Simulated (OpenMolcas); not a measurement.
## Ni4+, Pd4+, Pt4+: d⁶ down the group

```
Program             : OpenMolcas 26.06
Method              : MS-CASPT2, IPEA 0.25 Eh, imaginary shift 0.1 Eh
Basis               : ANO-R2
Scalar Hamiltonian  : X2C, finite nucleus
Spin-orbit coupling : state interaction with AMFI integrals over the reference wave functions, term energies averaged over their components
```

Active space for each ion: 6 electrons in 5 orbitals (d); closed shells correlated by CASPT2: Ni4+ 3s 3p; Pd4+ 4s 4p; Pt4+ 5s 5p.

Computed levels in cm-1 above ⁵D₄:

| Level | Ni4+ | Pd4+ | Pt4+ |
| --- | --- | --- | --- |
| ⁵D₃ | 850 | 2050 | 7600 |
| ⁵D₁ | 1801 | 3900 | 11060 |
| ⁵D₀ | 1982 | 4250 | 11220 |
| ³H₆ | 27810 | 20390 | 22630 |
| ³H₅ | 28200 | 20680 | 34890 |
| ³P₁(1) | 28960 | 25370 | 42260 |
| ³F₂(1) | 30380 | 23600 | 26930 |
| ³G₅ | 33980 | 25700 | 22090 |
| ³G₄ | 34740 | 27200 | 34190 |
| weight of ⁵D in the lowest level (%) | 100 | 98 | 80 |

Mixed levels, with the weight of the term that names them: Pt4+ ⁵D₀ (74 %), Pt4+ ³H₅ (52 %), Pt4+ ³P₁(1) (68 %), Pt4+ ³F₂(1) (67 %), Pt4+ ³G₅ (52 %), Pt4+ ³G₄ (59 %).

Measured, with the error of the calculation in %. Measured levels: Ni4+ from Corliss and Sugar, J. Phys. Chem. Ref. Data 10, 197 (1981).

```csv
Level,Ni4+
⁵D₃,890 (-4.4)
⁵D₁,1872 (-3.7)
⁵D₀,2058 (-3.7)
³H₆,27111 (+2.6)
³H₅,27578 (+2.3)
³P₁(1),28698 (+0.9)
³F₂(1),29899 (+1.6)
³G₅,33256 (+2.2)
³G₄,34062 (+2.0)
```

The fine-structure level ⁵D₀ changes by a factor of 5.66 from Ni4+ to Pt4+.

Without spin-orbit coupling ³H lies 27390, 19370, 18070 cm-1 above ⁵D in that order; the difference to the level ³H₆, of either sign, comes from spin-orbit coupling, which also lowers the zero.

CASPT2 does not keep the components of a term degenerate, so their means are used; among the terms shown or strongly mixed into the levels shown the widest spread is 1400 cm-1 (5d⁶ ¹I, Pt4+). The CASPT2 spread within a term exceeds the gap to the next term for 5d⁶ ³D and 5d⁶ ¹I, 5d⁶ ¹I and 5d⁶ ¹G(1), so the order of their levels is uncertain (holds for Pt4+). Computed and measured levels are paired by configuration, term and J; levels that our copy of the source lacks, or whose pairing is in doubt (as where it misses far off the trend of its configuration), stay unpaired and out of the deviations. Levels of configurations outside the active space are missing.

A number in round brackets counts repeated terms of one configuration in the order of the reference energies.
